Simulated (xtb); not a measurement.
F2La (SMILES [F][La][F]), doublet, from a rough starting geometry (GFN-xTB shapes and energies of metal compounds can be far from the true ones) (the multiplicity is a formal guess); GFN2-xTB (xtb).

Input for xtb:
```
$ xtb mol.xyz --gfn 2 --uhf 1 --opt vtight --json

# file mol.xyz
3

La     0.93939517     0.66830312     0.18212982
F     -0.96347682     0.69772082    -1.18761134
F     -0.04264347    -1.36404078     0.96731824
```

Question: Predict the main parts of the log of this xtb run.

Answer: 
```
   ID    Z sym.   atoms
    1   57 La     1
    2    9 F      2, 3

           -------------------------------------------------
          |                Calculation Setup                |
           -------------------------------------------------

           -------------------------------------------------
          |                 G F N 2 - x T B                 |
           -------------------------------------------------

          ...................................................
          :                      SETUP                      :
          :.................................................:
          :  # basis functions                  18          :
          :  # atomic orbitals                  17          :
          :  # shells                            7          :
          :  # electrons                        17          :
          :  max. iterations                   250          :
          :  Hamiltonian                  GFN2-xTB          :
          :  restarted?                      false          :
          :  GBSA solvation                  false          :
          :  PC potential                    false          :
          :  electronic temp.          300.0000000     K    :
          :  accuracy                    1.0000000          :
          :  -> integral cutoff          0.2500000E+02      :
          :  -> integral neglect         0.1000000E-07      :
          :  -> SCF convergence          0.1000000E-05 Eh   :
          :  -> wf. convergence          0.1000000E-03 e    :
          :  Broyden damping             0.4000000          :
          :  net charge                          0          :
          :  unpaired electrons                  1          :
          ...................................................

 iter      E             dE          RMSdq      gap      omega  full diag
   1     13.7796674  0.137797E+02  0.730E+01    0.94       0.0  T
   2     -9.7025429 -0.234822E+02  0.306E+01    0.23       1.0  T
   3     -9.8988003 -0.196257E+00  0.215E+01    0.14       1.0  T
   4     -9.8816367  0.171636E-01  0.221E+01    0.15       1.0  T
   5    -10.5715158 -0.689879E+00  0.149E+01    0.13       1.0  T
   6    -10.7268534 -0.155338E+00  0.105E+01    0.09       1.0  T
   7    -10.7059516  0.209018E-01  0.172E+01    0.23       1.0  T
   8    -10.1115436  0.594408E+00  0.155E+01    0.08       1.0  T
   9    -10.5453769 -0.433833E+00  0.104E+01    0.05       1.0  T
  10    -10.5691787 -0.238017E-01  0.100E+01    0.06       1.0  T
  11    -10.1004511  0.468728E+00  0.157E+01    0.04       1.0  T
  12    -10.3251331 -0.224682E+00  0.134E+01    0.07       1.0  T
  13      9.6482976  0.199734E+02  0.664E+01    0.32       1.0  T
  14     -9.3347750 -0.189831E+02  0.213E+01    0.07       1.0  T
  15    -10.6815669 -0.134679E+01  0.154E+01    1.49       1.0  T
  16    -10.6893263 -0.775942E-02  0.161E+01    1.57       1.0  T
  17    -10.2437420  0.445584E+00  0.135E+01    0.09       1.0  T
  18    -10.2674798 -0.237378E-01  0.147E+01    0.14       1.0  T
  19    -10.2102629  0.572169E-01  0.196E+01    0.15       1.0  T
  20    -10.2386562 -0.283933E-01  0.191E+01    0.15       1.0  T
  21    -10.2049414  0.337148E-01  0.213E+01    0.15       1.0  T
  22    -10.2057931 -0.851703E-03  0.211E+01    0.15       1.0  T
  23    -10.2648006 -0.590075E-01  0.173E+01    0.15       1.0  T
  24    -10.3458658 -0.810652E-01  0.142E+01    0.14       1.0  T
  25    -10.3655139 -0.196480E-01  0.137E+01    0.14       1.0  T
  26    -10.3728894 -0.737551E-02  0.135E+01    0.14       1.0  T
  27    -10.3732334 -0.344032E-03  0.137E+01    0.14       1.0  T
  28    -10.3683518  0.488165E-02  0.136E+01    0.14       1.0  T
  29    -10.3689526 -0.600808E-03  0.136E+01    0.14       1.0  T
  30    -10.3728454 -0.389282E-02  0.133E+01    0.14       1.0  T
  31    -10.3973512 -0.245058E-01  0.123E+01    0.14       1.0  T
  32    -10.4587840 -0.614327E-01  0.107E+01    0.14       1.0  T
[...]
         :: total energy             -10.778458295550 Eh    ::
 * total energy  :   -10.7784583 Eh     change       -0.9312373E-10 Eh
 * total energy  :   -10.7785586 Eh     change       -0.1003097E-03 Eh
 * total energy  :   -10.7785743 Eh     change       -0.1573614E-04 Eh
 * total energy  :   -10.7785815 Eh     change       -0.7115808E-05 Eh
 * total energy  :   -10.7785815 Eh     change       -0.4792620E-08 Eh
   *** GEOMETRY OPTIMIZATION CONVERGED AFTER 5 ITERATIONS ***
         :: total energy             -10.778581462123 Eh    ::
[...]
         :: -> dispersion             -0.001254239981 Eh    ::
         :: repulsion energy           0.000410825726 Eh    ::
         :: add. restraining           0.000000000000 Eh    ::
         :: total charge               0.000000000011 e     ::
         :::::::::::::::::::::::::::::::::::::::::::::::::::::

           -------------------------------------------------
          |                Property Printout                |
           -------------------------------------------------

    * Orbital Energies and Occupations

         #    Occupation            Energy/Eh            Energy/eV
      -------------------------------------------------------------
         1        2.0000           -0.8030547             -21.8522
         2        2.0000           -0.7729437             -21.0329
         3        2.0000           -0.5317765             -14.4704
         4        2.0000           -0.4604345             -12.5291
         5        2.0000           -0.4570379             -12.4366
         6        2.0000           -0.4556421             -12.3987
         7        2.0000           -0.4533686             -12.3368
         8        2.0000           -0.4525192             -12.3137
         9        1.0000           -0.4059804             -11.0473 (HOMO)
        10                         -0.3382227              -9.2035 (LUMO)
        11                         -0.3350606              -9.1175
        12                         -0.3345705              -9.1041
        13                         -0.3325782              -9.0499
        14                         -0.3308432              -9.0027
        15                         -0.0145263              -0.3953
        16                          0.1671399               4.5481
        17                          0.2882647               7.8441
      -------------------------------------------------------------
                  HL-Gap            0.0677577 Eh            1.8438 eV
             Fermi-level           -0.4005876 Eh          -10.9005 eV

     #   Z          covCN         q      C6AA      α(0)
     1  57 La       1.215     0.692  1842.755   163.448
     2   9 F        0.607    -0.346    12.899     4.237
     3   9 F        0.607    -0.346    12.899     4.237

 Mol. C6AA /au·bohr⁶  :       2346.944489
 Mol. C8AA /au·bohr⁸  :     514676.057693
 Mol. α(0) /au        :        171.921132

Wiberg/Mayer (AO) data.
largest (>0.10) Wiberg bond orders for each atom

 ---------------------------------------------------------------------------
     #   Z sym  total        # sym  WBO       # sym  WBO       # sym  WBO
 ---------------------------------------------------------------------------
     1  57 La   1.518 --     3 F    0.759     2 F    0.759
     2   9 F    0.991 --     1 La   0.759     3 F    0.232
     3   9 F    0.991 --     1 La   0.759     2 F    0.232
 ---------------------------------------------------------------------------

Topologies differ in total number of bonds
Writing topology from bond orders to xtbtopo.mol

molecular dipole:
                 x           y           z       tot (Debye)
 q only:        1.912       1.300       0.407
   full:        1.712       1.164       0.365       5.343
molecular quadrupole (traceless):
                xx          xy          yy          xz          yz          zz
 q only:        3.420       3.546      -0.928      -1.453       4.550      -2.491
  q+dip:        2.646       2.362      -0.941      -2.041       4.646      -1.706
   full:        1.430       0.111      -1.184      -3.908       5.949      -0.246

optimized geometry written to: xtbopt.xyz

           -------------------------------------------------
          | TOTAL ENERGY              -10.778581462123 Eh   |
          | GRADIENT NORM               0.000013595598 Eh/α |
          | HOMO-LUMO GAP               1.843780516072 eV   |
           -------------------------------------------------

normal termination of xtb
```
